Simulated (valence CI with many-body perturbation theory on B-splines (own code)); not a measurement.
**Sb20+: magnetic and hyperfine properties of the levels**

Computed by configuration interaction combined with many-body perturbation theory (CI+MBPT): three valence electrons over a frozen Dirac-Fock core [Ar] 3d10, radial functions for each j: 11 s, 11 p, 9 d, 7 f, 5 g, 2 h, 1 i, with the one-electron correlation potential Σ1, the two-electron term Σ2, the three-electron term Σ3, Breit, model QED; selected CI, second order for the rest (own B-spline code, finite nucleus).

No measured levels were compared; by estimate levels hold to about 250 cm⁻¹ or 0.2 % of their energy and the worst to 1 %, as in measured heavy ions of charge 2 to 7; those with d or f electrons hold less well.

A/g_I is the dipole constant over the nuclear g factor μ/I (μ in nuclear magnetons, uniformly magnetised nucleus), B/Q the quadrupole constant per barn. Both hold the static response of the core; the bare values leave it out. Large factors of s and p1/2 electrons are usually good to 5 to 10 %; those of open d and f shells near neutrality can be off by tens of per cent, and small factors of p3/2, d and f electrons come from cancelling terms and can be off by a factor of two or in sign, in half-filled shells by more. B is blank for J = 1/2, where it vanishes, and for nearly pure S terms. Energies count from the lowest level.

Names give the largest LS component (configuration and term), which can be under half, so a name can repeat, a term be missing and a line seem to break the LS rules; names also repeat where a configuration has a term twice. Letters in brackets count levels of one name in rising energy.

```
             Level  E (cm⁻¹)      g  A/g_I (MHz)  A/g_I bare  B/Q (MHz/b)  B/Q bare
     4s²4p ²P°_1/2         0  0.664        72200       68800                       
     4s²4p ²P°_3/2     99626  1.333        11800       11200        22100     20900
      4s4p² ⁴P_1/2    346210  2.521       189000      180000                       
      4s4p² ⁴P_3/2    408060  1.708        61400       58400        18000     17000
      4s4p² ⁴P_5/2    437360  1.472        67400       64100        -3360     -3170
      4s4p² ²D_3/2    490200  0.874        -7030       -6660        24600     23300
      4s4p² ²P_1/2    523360  1.158        -1540       -1400                       
      4s4p² ²D_5/2    536620  1.326        58800       55900        23400     22100
      4s4p² ²S_1/2    622710  1.654       219000      208000                       
      4s4p² ²P_3/2    630780  1.279       -25200      -24000       -17300    -16400
      4s²4d ²D_3/2    754130  0.801         2790        2820         4980      4710
      4s²4d ²D_5/2    771600  1.200         5290        5160         6530      6170
   4p³ ²P°_3/2 [a]    865510  1.365         9070        8780        18600     17500
       4p³ ⁴S°_3/2    936810  1.441        -2460       -2120        -98.6     -93.3
       4p³ ²D°_5/2    942200  1.197        24700       23500        -3680     -3480
       4p³ ²P°_1/2    995370  0.664        68900       65300                       
    4s4p4d ⁴F°_3/2   1023400  0.456       -23400      -22200         7860      7410
    4s4p4d ⁴F°_5/2   1042000  1.048        33600       32100         3660      3440
   4p³ ²P°_3/2 [b]   1063500  1.307         9620        9290       -18300    -17300
    4s4p4d ⁴F°_7/2   1073400  1.253        39100       37300         3500      3270
    4s4p4d ⁴P°_5/2   1085000  1.453        39000       37300         5210      4900
    4s4p4d ⁴D°_3/2   1092500  1.359        25800       24700         3610      3400
    4s4p4d ⁴D°_1/2   1095300  0.332       -83400      -79100                       
    4s4p4d ⁴F°_9/2   1133700  1.333        32400       31000        27000     25500
4s4p4d ²F°_5/2 [a]   1135300  0.982        13100       12500        10100      9600
4s4p4d ²D°_3/2 [a]   1145700  0.885       -23800      -22600         -786      -737
    4s4p4d ⁴P°_1/2   1161600  2.365       128000      122000                       
    4s4p4d ⁴D°_5/2   1163700  1.312        39200       37400         -657      -613
    4s4p4d ⁴D°_7/2   1164800  1.384        37600       35900        -1470     -1370
    4s4p4d ⁴P°_3/2   1165300  1.512        50500       48200        -6930     -6530
4s4p4d ²D°_5/2 [a]   1188900  1.261        46700       44500        -6680     -6330
4s4p4d ²D°_3/2 [b]   1221100  1.094        -6540       -6140        -3700     -3510
4s4p4d ²F°_7/2 [a]   1230500  1.143        -2880       -2630        26700     25200
4s4p4d ²F°_7/2 [b]   1252200  1.168        30600       29200        20000     18900
4s4p4d ²F°_5/2 [b]   1253000  0.887       -14300      -13500        18700     17700
4s4p4d ²P°_1/2 [a]   1270100  0.635       -67700      -64100                       
4s4p4d ²P°_1/2 [b]   1281500  0.663        16600       16000                       
4s4p4d ²D°_3/2 [c]   1297100  1.021         2270        2290       -16300    -15400
    4s4p4d ²P°_3/2   1297400  1.282        52100       49700         6180      5830
4s4p4d ²D°_5/2 [b]   1304000  1.166       -15200      -14200       -13500    -12800
```

Problem. Take the isotope of mass number 121, with I = 5/2, μ = 3.358 μN and Q = -0.543 b. What is the hyperfine structure of 4s²4p ²P°_3/2?

Solution. From the table A = 15900 MHz, B = -12000 MHz. Shifts from the centre of gravity in MHz: F = 1: -91900, F = 2: -50500, F = 3: 2620, F = 4: 56600.
